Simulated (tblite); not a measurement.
A tight-binding relaxation on `B1C=CC=C1c1ncncn1`.

Computed with GFN2-xTB geometry optimisation, gas phase (tblite 0.8.0). Start geometry: from a force field or distance geometry. The input is one job of a driver script: a line of settings, then coordinates in Å.

Input:
```
{"job": {"kind": "relax", "xc": "GFN2-xTB", "basis": "xTB"}, "charge": 0, "multiplicity": 1}
B      1.492900    -1.266100    -0.377100
C      2.925300    -0.705400    -0.457800
C      2.896100     0.565600    -0.097000
C      1.519200     0.996600     0.210600
C      0.667200    -0.023800     0.086100
C     -0.789100     0.038500     0.312900
N     -1.549900    -1.065600     0.132700
C     -2.882600    -1.011400     0.357800
N     -3.461400     0.142000     0.752100
C     -2.709700     1.252500     0.935500
N     -1.370400     1.198900     0.712100
H      1.097200    -2.358900    -0.607600
H      3.820500    -1.247200    -0.717600
H      3.758200     1.214300    -0.062400
H      1.241400     1.998100     0.529700
H     -3.497600    -1.898800     0.222100
H     -3.164400     2.182800     1.251100
```

Output:
```
step      E/eV     max force
  0    -760.56413    3.684
  1    -760.83328    1.370
  2    -760.91093    1.081
  3    -760.96920    0.395
  4    -760.97909    0.394
  5    -760.98689    0.289
  6    -760.99416    0.248
  7    -760.99872    0.149
  8    -761.00216    0.139
  9    -761.00451    0.109
... (16 lines left out)
 26    -761.01092    0.057
 27    -761.01122    0.033
 28    -761.01141    0.037
 29    -761.01154    0.037
 30    -761.01164    0.022
 31    -761.01169    0.013
 32    -761.01172    0.011
 33    -761.01174    0.013
 34    -761.01176    0.013
 35    -761.01178    0.009
```

«max force» is the largest atomic force in eV/Å.

Task: From which step on does the largest force stay under 0.1 eV/Å, and how much energy is left to gain from there?

Result: From step 10 (0.091 eV/Å), 6.0 meV above the end.

Summary of the converged run: energy lowered by 10.3 kcal/mol over 35 steps; largest atomic force 0.009 eV/Å at the end.

On Arm Neoverse V1, one thread, no GPU, shared host with 32 logical CPUs at a one-minute load of 11, this took 0.26 s of wall time.
Labels such as C1 count atoms from 1, the log's own numbers from 0.
